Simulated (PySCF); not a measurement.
## Mercury: a sound run and one with changed settings

Sound run: Hg⁺ [Xe] 4f14 5d10 6s1, Hg²⁺ [Xe] 4f14 5d10. Computed with PySCF 2.14 in def2-SVP with the def2 core potential (60 electrons) (6s3p2d1f, 32 functions), with a scalar-relativistic core potential. In the sound run the correlated levels freeze 5s2 5p6 outside the core potential. The sound run starts from symmetry-adapted Hartree-Fock orbitals and uses a fine grid where one is needed.

Changed run: initial guess minao, at most 50 SCF cycles.

```tsv
species	method	sound run (hartree)	changed run (hartree)	converged
Hg⁺	UHF	-152.23766	-152.23766	yes
Hg⁺	LDA	-152.89752	-152.89752	yes
Hg⁺	CCSD(T)	-152.47253	-152.47253	yes
Hg²⁺	M06-L	-152.56822	-152.56822	yes
Hg²⁺	MP2	-151.80358	-151.80358	yes
```

Here the plain start reaches the same solutions.
